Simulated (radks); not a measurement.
Spherical quantum dot in the effective-mass picture: electrons in a parabolic well V = omega^2 r^2 / 2 with omega = 0.18, all in effective atomic units (hartree* = m*/eps^2 hartree, bohr* = eps/m* bohr), one dielectric constant everywhere. Method: non-relativistic Kohn-Sham, LDA (Slater exchange, Perdew-Wang correlation), spin-polarised, spherical densities; computed with a radial shooting solver with Libxc functionals. Levels are named by radial order and angular momentum (1s, 1p, 1d, 2s, ...), and open shells are averaged over m. Each electron was tried in the lowest free levels, single moves between levels near the top were tried too, and the lowest total energy was kept; such a search can miss a lower state. At N = 1 the Hartree and exchange-correlation terms need not cancel, so that row can carry a self-interaction error.

N	open shells	2S	mu = E(N) - E(N-1) (hartree*)	addition energy mu(N+1) - mu(N) (hartree*)	e(HOMO) (hartree*)	rms radius (bohr*)
1	1s(up 1, down 0)	1	0.27742	0.2756	0.39349	2.929
2	none	0	0.55303	0.3302	0.65920	3.316
3	1p(up 1, down 0)	1	0.88322	0.1774	0.97217	3.807
4	1p(up 2, down 0)	2	1.0607	0.1738	1.1484	4.128
5	1p(up 3, down 0)	3	1.2344	0.2020	1.3194	4.384
6	1p(up 3, down 1)	2	1.4364	0.1539	1.5136	4.619
7	1p(up 3, down 2)	1	1.5902	0.1514	1.6665	4.824
8	none	0	1.7417	0.2354	1.8163	5.009
9	1d(up 1, down 0)	1	1.9771	0.1360	2.0454	5.214
10	1d(up 2, down 0)	2	2.1131	0.1338	2.1804	5.397
11	1d(up 3, down 0)	3	2.2469	0.1315	2.3130	5.563
12	1d(up 4, down 0)	4	2.3784	0.1293	2.4434	5.717
13	1d(up 5, down 0)	5	2.5077	0.1531	2.5716	5.860
14	1d(up 5, down 1)	4	2.6608	0.1217	2.7219	5.998
15	1d(up 5, down 2)	3	2.7825	0.1203	2.8429	6.129
16	1d(up 5, down 3)	2	2.9028	0.1188	2.9625	6.252
17	1d(up 5, down 4)	1	3.0217	0.1173	3.0806	6.370
18	none	0	3.1390	0.1383	3.1971	6.483
19	2s(up 1, down 0)	1	3.2773	0.1311	3.3357	6.595
20	none	0	3.4084	0.1403	3.4658	6.703
21	1f(up 1, down 0)	1	3.5487	0.1081	3.6029	6.813
22	1f(up 2, down 0)	2	3.6567	-	3.7104	6.919

All shells are closed at N = 2, 8, 18, 20 (there: 1s2 1p6 1d10 2s2); the second difference of the energy has clear peaks (12 % above both neighbours; the first and last values, which can be the largest, are not judged, and half-filled shells can peak too) at N = 2, 5, 8, 13.
